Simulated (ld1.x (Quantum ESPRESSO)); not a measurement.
**Logarithmic derivatives: C (Z = 6), TM**

```
Element                 : C
Generator               : ld1.x (Quantum ESPRESSO) 7.5
Type                    : norm-conserving Troullier–Martins (Kleinman–Bylander form)
Functional              : PBE
Relativity              : fully relativistic
Frozen core             : [He]
Valence charge          : 4
Reference configuration : 2s1.75 2p2.25
Partial waves           : 2s (bound): rc 1.05 bohr; 2p (bound): rc 1.40 bohr
Local potential         : all-electron potential smoothed inside 1.00 bohr (lloc = -1)
Core correction         : none
```

Open shells are filled in proportion to 2j + 1 (rel_dist='average').

The phase is arctan(r·u′/u) with u = r·R(r), unwrapped; energies in Ry, scanned from -3 to 5 Ry. A pole is an energy at which the radial function vanishes at the test radius. The pseudo phase is shifted by a multiple of π to meet the all-electron one at the reference energy, and phase errors are pseudo minus all-electron; the curves can meet again beyond the range given. Levels narrower than the energy grid can be missing from the lists of poles.

Q: For each channel, where are the poles, and over which energies does the pseudopotential scatter like the atom?

A:

| channel | radius (bohr) | reference energy (Ry) | poles, all-electron | poles, pseudo | unbroken range about the reference energy with phases within 0.05 rad | phase error 1 Ry above the reference energy (rad) |
| --- | --- | --- | --- | --- | --- | --- |
| s | 1.55 | -1.02 | 2.16 | 2.09 | the whole range | -0.001 |
| p1/2 | 1.55 | -0.40 | 2.04 | 2.06 | the whole range | +0.001 |
| p3/2 | 1.55 | -0.40 | 2.04 | 2.07 | the whole range | +0.001 |

Phases in the s channel:

```tsv
E (Ry)	all-electron	pseudo
-3.00	0.946	0.944
-2.52	0.795	0.793
-2.04	0.537	0.535
-1.56	0.093	0.092
-1.08	-0.481	-0.481
-0.60	-0.917	-0.918
-0.12	-1.171	-1.172
0.36	-1.321	-1.323
0.84	-1.418	-1.421
1.32	-1.486	-1.490
1.80	-1.538	-1.543
2.28	-1.580	-1.587
2.76	-1.616	-1.624
3.24	-1.648	-1.659
3.72	-1.678	-1.692
4.20	-1.707	-1.725
4.68	-1.736	-1.761
```
